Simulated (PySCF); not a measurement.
Ligands exchanged one at a time, B SH-H. All species are isolated molecules in the gas phase. One relaxed conformer stands for each flexible species; it need not be the lowest. Strings in code marks are SMILES.

The numbers are results of PySCF 2.14.0 with TPSSh-D3(BJ)/def2-TZVP // CAM-B3LYP-D3(BJ)/def2-TZVP, not measurements. Excitations are Tamm–Dancoff values on a coarser integration grid. The basis has no diffuse functions, so Rydberg states are missing or too high.

| species | T1 excitation (TDA) (eV) | brightest of the four lowest singlets (TDA) (eV) | S1 excitation (TDA) (eV) | HOMO–LUMO gap (eV) | S1 oscillator strength |
|---|---|---|---|---|---|
| 0 of 3 SH replaced by H (`SB(S)S`) | 4.76 | 5.96 | 5.41 | 5.79 | 0.000 |
| 1 of 3 SH replaced by H (`SBS` (H–S–B–S torsion 0°, S–B–S–H torsion 0°)) | 4.58 | 5.98 | 5.98 | 5.70 | 0.253 |
| 2 of 3 SH replaced by H | (withheld) | (withheld) | (withheld) | 6.16 | (withheld) |
| 3 of 3 SH replaced by H (`B`) | – | – | – | 6.98 | – |

Q: Complete the blanks.

A: 
- 2 of 3 SH replaced by H, T1 excitation (TDA) (eV): 4.66
- 2 of 3 SH replaced by H, brightest of the four lowest singlets (TDA) (eV): 6.62
- 2 of 3 SH replaced by H, S1 excitation (TDA) (eV): 6.26
- 2 of 3 SH replaced by H, S1 oscillator strength: 0.000
